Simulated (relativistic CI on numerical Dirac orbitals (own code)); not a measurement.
# Slater and spin-orbit integrals, K XVI

Computed by Dirac-Coulomb-Breit CI, separate exchange-only KLI orbitals for each configuration, a model potential for QED, unscaled Slater integrals (own radial code, finite nucleus).

Slater integrals F^k, G^k are unscaled and averaged over j, outside the closed core 1s2; ζ comes from projecting the Hamiltonian with its Breit term on Σ l·s of the shell.

- 2s2p: G^1(2s,2p) = 349390, ζ(2p) = 20659 cm⁻¹; <r>(2s) = 0.3412, <r^2>(2s) = 0.1361, <r>(2p) = 0.2942, <r^2>(2p) = 0.1045 (bohr units).
- 2p²: F^2(2p,2p) = 323890, ζ(2p) = 20376 cm⁻¹; <r>(2p) = 0.2953, <r^2>(2p) = 0.1053 (bohr units).
- 2p3s: ζ(2p) = 21420, G^1(2p,3s) = 34356 cm⁻¹; <r>(2p) = 0.2912, <r^2>(2p) = 0.1024, <r>(3s) = 0.7954, <r^2>(3s) = 0.7179 (bohr units).

Averages of the first 10 configurations, taken without configuration mixing, which lowers the lowest level and can move excited configurations by several eV; other configurations of the list can lie among them:

| Configuration | Parity | States | Average energy above the lowest level (eV) |
| --- | --- | --- | --- |
| 2s² | even | 1 | 5.9 |
| 2s2p | odd | 12 | 40.1 |
| 2p² | even | 15 | 88.2 |
| 2p3s | odd | 12 | 592.8 |
| 2p3p | even | 36 | 605.2 |
| 2s3s | even | 4 | 554.1 |
| 2s3p | odd | 12 | 567.5 |
| 2s3d | even | 20 | 576.4 |
| 2s4s | even | 4 | 739.2 |
| 2s4p | odd | 12 | 744.7 |
